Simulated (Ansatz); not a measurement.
Program: Ansatz. Geometries: PBE0-D4/def2-TZVP. ΔE: electronic, gas phase. CCSD(T)/CBS adds triple-zeta CCSD(T) − MP2 to the extrapolated MP2 energy (def2 sets, frozen cores). This one scheme is used for every species. For Se outer-core shells are correlated without core-valence functions, which leaves a few kJ/mol of doubt a bond. Scalar relativity is left out up to krypton. One conformer a species, not always the lowest.

`N[SiH](F)[SeH]` + PH₃ → `P[SeH]` + `N[SiH2]F`  (ligand exchange at the Se–Si bond)

| species | HF/def2-QZVPP energy (Eh) |
| --- | --- |
| `N[SiH](F)[SeH]` | -2845.27815 |
| PH₃ | -342.49389 |
| `P[SeH]` | -2742.40329 |
| `N[SiH2]F` | -445.35288 |

Question: Work out ΔE.

Answer: ΔE = (-2742.40329) + (-445.35288) − (-2845.27815) − (-342.49389) = 0.01587 Eh = +41.7 kJ/mol. CCSD(T)/CBS gives +47.5 kJ/mol.

Question: What do rigid-rotor, harmonic-oscillator terms from PBE0-D4/def2-TZVP frequencies (298.15 K, 1 bar) make of the CCSD(T)/CBS value? (An estimate is asked.)

Answer: The calculation gave: ΔZPE = +4.1 kJ/mol, ΔH = +49.1 kJ/mol, ΔS = 11 J/(mol·K), ΔG = +45.8 kJ/mol.

Largest T1 diagnostic among the species: 0.013.

The D4 term adds +4.1 kJ/mol with B3LYP and +2.3 kJ/mol with PBE0; it sums over pairs of atoms, weighted by their polarisabilities, and B3LYP, whose exchange is more repulsive, gets the larger term. From BLYP to BHLYP (50 % exact exchange), in def2-TZVPP and without D4, ΔE moves by +6.2 kJ/mol.

B3LYP here is the variant with VWN-RPA as its local correlation; programs differ in this.
